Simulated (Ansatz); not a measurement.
Geometry optimisation, RKS PBE0-D4/def2-SVP (Ansatz).

Input file:

```yaml
crystal:
  periodic: [false, false, false]
  atoms:
    - { symbol: Ti, position_ang: [-0.160626, -0.280775, 0.028827] }
    - { symbol: Cl, position_ang: [-0.416027, -0.675663, 2.292975] }
    - { symbol: Cl, position_ang: [1.882924, -0.424278, -0.673941] }
    - { symbol: Cl, position_ang: [-1.164475, 1.501128, -0.682954] }
    - { symbol: F, position_ang: [-0.972808, -1.571389, -0.736053] }
    - { symbol: Si, position_ang: [1.700712, 2.615023, 1.277451] }
    - { symbol: H, position_ang: [3.043255, 2.398984, 1.890849] }
    - { symbol: H, position_ang: [1.838896, 2.869797, -0.182853] }
    - { symbol: H, position_ang: [1.009702, 3.76266, 1.934721] }
    - { symbol: H, position_ang: [0.894448, 1.403813, 1.519578] }
basis:
  gaussian: { orbitals: def2-SVP }
hamiltonian:
  xc: pbe0
  dispersion: d4
relax:
  f_tol: 0.03
  max_steps: 50
output:
  orbitals: {}
```

Run as:

```bash
$ ansatz run input.yaml --threads 4 --pin off --max-ram 5120MiB --backend cpu --events-out ev --progress --plain --runs-dir out
```

Problem. Where does it end, and by what steps?

Solution. It converged. The force dipped under the threshold on the way, but the program's further checks kept it going. After 9 steps the energy has fallen by 0.214 eV; Cl2 moved furthest, 0.49 Å.

| step | energy less start (eV) | largest force component (eV/Å) | accepted |
| --- | --- | --- | --- |
| 0 | 0.0000 | 1.686 | yes |
| 1 | -0.1628 | 0.271 | yes |
| 2 | -0.1767 | 0.148 | yes |
| 3 | -0.1904 | 0.252 | yes |
| 4 | -0.2016 | 0.123 | yes |
| 5 | -0.2059 | 0.051 | yes |
| 6 | -0.2109 | 0.170 | yes |
| 7 | -0.2134 | 0.023 | yes |
| 8 | -0.2132 | 0.079 | no |
| 9 | -0.2139 | 0.018 | yes |

```xyz
10
Properties=species:S:1:pos:R:3
Ti -0.332 -0.555 -0.075
Cl -0.635 -1.008 2.015
Cl 1.780 -0.536 -0.543
Cl -1.233 1.346 -0.575
F -1.085 -1.775 -1.013
Si 1.833 2.826 1.369
H 3.247 2.694 1.830
H 1.791 2.834 -0.123
H 1.252 4.098 1.892
H 1.038 1.675 1.892
```

The run took 32 s on 4 threads of Arm Neoverse V2 (shared host), peak memory 0.42 GiB.
